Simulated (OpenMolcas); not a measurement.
## Mg II: CASPT2 settings compared

| Property | Result |
| --- | --- |
| Program | OpenMolcas |
| Basis | ANO-RCC-VDZ [4s3p] |
| Scalar Hamiltonian | DKH3, point nucleus |
| Active space | 1 electron in 4 orbitals (3s 3p) |
| State averaging | 2S+1 = 2 even, 1 root; 2S+1 = 2 odd, 3 roots |
| Spin-orbit coupling | RASSI with atomic mean-field integrals over the reference wave functions, term energies averaged over their components |

Methods on the same reference wave functions:
A. CASSCF
B. SS-CASPT2, IPEA 0.4 Eh, sigma2 regulariser 0.3 Eh (closed shells correlated: 2s 2p)
C. SS-CASPT2, IPEA 0.6 Eh, sigma2 regulariser 0.15 Eh (closed shells correlated: 2s 2p)

Energies in cm⁻¹ above 3s ²S_1/2, the measured ground level; measured values from NIST Handbook of Basic Atomic Spectroscopic Data.

```csv
Level,A,B,C,Measured
3s ²S_1/2,0.0,0.0,0.0,0.0
3p ²P°_1/2,34966,34872,34871,35669
3p ²P°_3/2,35025,34931,34930,35761
```

Deviations, from unrounded energies. A percentage is the sum of absolute deviations over the sum of measured energies, with the sign that they share, or ± where signs differ.

```json
{"Against measurement": "mean absolute deviation (cm-1)", "Levels": "2", "A": "720", "B": "810", "C": "810"}
{"Against measurement": "other configurations (%)", "Levels": "2", "A": "-2.0", "B": "-2.3", "C": "-2.3"}
```

A lies closest to measurement on these levels and C furthest from it. The largest miss of A in the table is 3p ²P°_3/2, by -740 cm-1. The ranking rests on the paired levels alone, and a cruder setting can come out closer through cancelling errors.

Between B and C no level of the table moves by more than 5 cm-1.

The lowest spin-free term lies below A's lowest term by 0.080 hartree in B, 0.080 hartree in C.

ANO sets are built for ground and valence states and can reach diffuse excited orbitals poorly. With one active electron the reference holds no correlation, so core polarisation is missing (holds for A). With one active electron, CASPT2 adds the correlation within the correlated inactive shells and between them and that electron, and leaves the splitting within a term as the reference gives it (holds for B; C). Computed and measured levels are paired by configuration, term and J; levels that our copy of the source lacks, or whose pairing is in doubt (as where it misses far off the trend of its configuration), stay unpaired and out of the deviations. Only configurations of the active space appear.

° marks odd parity.
